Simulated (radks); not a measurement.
Species: Cl III. Configuration: [Ne] 3s1 3p3 4f1 (not the ground configuration). Method: Dirac Kohn-Sham, PBE, spin-unpolarised, spherical densities, point nucleus; open shells fill j = l - 1/2 first; computed with a radial shooting solver on a logarithmic mesh with Libxc functionals.

Normalised radial functions P(r) = r R(r) (large component), r in bohr:

r         2p1/2    3p3/2
0.01183  0.0214   0.0069
0.01565  0.0357   0.0116
0.02055  0.0583   0.0192
0.02719  0.0956   0.0318
0.03597  0.1545   0.0516
0.04722  0.2413   0.0810
0.06247  0.3716   0.1250
0.08266  0.5524   0.1856
0.1085   0.7770   0.2595
0.1436   1.0424   0.3428
0.1899   1.3004   0.4135
0.2493   1.4777   0.4374
0.3299   1.5070   0.3735
0.433    1.3433   0.1939
0.5729   1.0063  -0.1088
0.758    0.6075  -0.4686
0.995    0.2874  -0.7624
1.317    0.0951  -0.8819
1.742    0.0201  -0.7536
2.286    0.0025  -0.4777
3.025    0.0001  -0.2099
4.003    0.0000  -0.0594
5.254    0.0000  -0.0105
6.952    0.0000  -0.0009
9.125    0.0000  0.0000
12.07    0.0000  0.0000
15.97    0.0000  0.0000

2p1/2: eigenvalue -233.49 eV, 0 radial nodes, <r> = 0.404 bohr, 90 % of the charge inside 0.671 bohr. 3p3/2: eigenvalue -40.181 eV, 1 radial node at r = 0.523 bohr, <r> = 1.52 bohr, 90 % of the charge inside 2.30 bohr.
